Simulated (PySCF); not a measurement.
**[ReCl3]+: fields on a plane**

Level of theory: PySCF, UPBE0, basis Re def2-SVP with ECP60, Cl def2-SVP (scalar-relativistic core potentials, no spin–orbit coupling, density fitting).

The quartet minimum has Re–Cl 2.180 Å (×3); Cl–Re–Cl 120.0° (×3).

The plane holds Re1 at (0.00, 0.00), Cl2 at (2.18, 0.00), Cl3 at (-1.09, 1.89), Cl4 at (-1.09, -1.89) Å. Columns run from x = -3.15 to 4.35 Å, rows from y = 4.05 (top) to -3.75 Å, in steps of 0.3 Å. Other isomers or separated fragments may lie lower. Core electrons replaced by a potential are absent, the electrostatic potential uses the reduced nuclear charge, and values within about 0.7 Å of such atoms have no physical meaning.

Task: Give the electron density (e/Å³) (cut at 5 e/Å³). Every second row and column.

Result: 
```
0.00 0.00 0.00 0.00 0.00 0.00 0.00 0.00 0.00 0.00 0.00 0.00 0.00
0.00 0.00 0.02 0.04 0.04 0.02 0.00 0.00 0.00 0.00 0.00 0.00 0.00
0.00 0.02 0.13 0.44 0.42 0.12 0.02 0.00 0.00 0.00 0.00 0.00 0.00
0.00 0.06 0.59 2.72 2.24 0.49 0.06 0.01 0.00 0.00 0.00 0.00 0.00
0.01 0.07 0.74 5.00 3.42 0.67 0.10 0.03 0.04 0.04 0.02 0.00 0.00
0.00 0.04 0.24 0.90 1.08 0.67 0.27 0.14 0.28 0.40 0.17 0.03 0.00
0.00 0.01 0.06 0.19 1.14 5.00 3.98 0.58 1.54 2.64 0.96 0.10 0.01
0.00 0.01 0.03 0.13 1.97 0.18 5.00 0.85 2.01 5.00 1.38 0.13 0.01
0.00 0.02 0.11 0.37 0.77 2.02 1.03 0.30 0.76 1.23 0.45 0.06 0.01
0.00 0.05 0.47 1.82 1.81 0.57 0.14 0.07 0.10 0.12 0.06 0.01 0.00
0.01 0.07 0.81 5.00 5.00 0.67 0.08 0.02 0.01 0.01 0.01 0.00 0.00
0.00 0.04 0.30 1.28 1.23 0.27 0.04 0.00 0.00 0.00 0.00 0.00 0.00
0.00 0.01 0.05 0.13 0.13 0.05 0.01 0.00 0.00 0.00 0.00 0.00 0.00
0.00 0.00 0.00 0.01 0.01 0.00 0.00 0.00 0.00 0.00 0.00 0.00 0.00
```

Task: Give the electron localisation function (set to 0 where the density is under 0.005 e/Å³). Lower edges of the bins: '0' 0.000, '1' 0.089, '2' 0.177, '3' 0.266, '4' 0.354, '5' 0.443, '6' 0.531, '7' 0.620, '8' 0.708, '9' 0.796; top 0.89.

Result: 
```
00000000000000000000000000
00000112110000000000000000
00012344443100000000000000
00124567765310000000000000
01246899987531000000000000
02468998998741000000000000
02589812199751000000000000
03689482379751000121100000
03689629189731013554320000
03579952797310146776542000
02468999852100268999764100
00356775335641289999975200
00023321378983388115996310
00000001690085393891996310
00000001690085393891996310
00023321378983388115996310
00356775335641289999975200
02468999852100268999764100
03579952797310146776542000
03689629189731013554320000
03689482379751000121100000
02589812199751000000000000
02468998998741000000000000
01246899987531000000000000
00124567765310000000000000
00012344443100000000000000
00000112110000000000000000
```

With open d or f shells other occupations or spin states may lie lower. Spin–orbit coupling, left out here, can matter for elements this heavy.
